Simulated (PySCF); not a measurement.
C2H7InO. Atoms are numbered in the order given.

```xyz
11

In     0.0761     0.8930     0.0000
H      1.8048     0.8009     0.0000
H     -1.0768     2.1770     0.0000
O     -1.0148    -0.8217     0.0000
C     -0.5996    -2.1633     0.0000
C      0.9064    -2.4037     0.0000
H     -1.0433    -2.6762     0.8898
H     -1.0433    -2.6762    -0.8898
H      1.3874    -1.9586     0.8974
H      1.1345    -3.4898     0.0000
H      1.3874    -1.9586    -0.8974
```
Charge 0, spin multiplicity 1.

Geometry optimised at PBE-D3(BJ)/def2-SVP. The structure was generated by enumeration; whether it is a known compound was not checked. The def2 effective core potentials stand for the cores of In; spin–orbit coupling is left out. One conformer was computed; it need not be the lowest.

The numbers are results of PBE-D3(BJ)/def2-SVP in PySCF, not measurements.

Frequencies are harmonic and unscaled.

Q: Estimate the vibrational spectrum. (Estimate from the structure and the level; the computed values follow.)

A: 
| mode | ν (cm⁻¹) | IR (km/mol) | moving atoms (share of kinetic energy) |
|---|---|---|---|
| 1 | 55 | 4.5 | H 63 %, O 18 %, C 17 % |
| 2 | 136 | 5.1 | C 48 %, H 19 %, O 16 %, In 16 % |
| 3 | 160 | 2.7 | H 76 %, O 21 % |
| 4 | 306 | 0.9 | H 88 % |
| 5 | 364 | 12.0 | H 73 %, C 19 % |
| 6 | 441 | 52.5 | H 43 %, C 25 %, O 21 %, In 10 % |
| 7 | 490 | 58.0 | H 97 % |
| 8 | 507 | 62.1 | O 61 %, H 24 %, C 8 % |
| 9 | 548 | 102.1 | H 92 % |
| 10 | 771 | 0.6 | H 92 % |
| 11 | 879 | 15.6 | H 48 %, C 35 %, O 17 % |
| 12 | 1063 | 14.6 | C 60 %, H 38 % |
| 13 | 1114 | 0.4 | H 59 %, C 38 % |
| 14 | 1136 | 183.7 | C 50 %, O 37 %, H 13 % |
| 15 | 1251 | 0.5 | H 92 % |
| 16 | 1320 | 31.4 | H 81 %, C 18 % |
| 17 | 1351 | 60.4 | H 73 %, C 25 % |
| 18 | 1405 | 8.0 | H 97 % |
| 19 | 1411 | 1.9 | H 96 % |
| 20 | 1434 | 3.3 | H 92 % |
| 21 | 1743 | 80.1 | H 100 % |
| 22 | 1781 | 183.2 | H 99 % |
| 23 | 2888 | 119.8 | H 95 % |
| 24 | 2916 | 40.9 | H 90 %, C 10 % |
| 25 | 2953 | 14.9 | H 97 % |
| 26 | 3040 | 26.9 | H 91 %, C 9 % |
| 27 | 3051 | 32.5 | H 91 %, C 9 % |
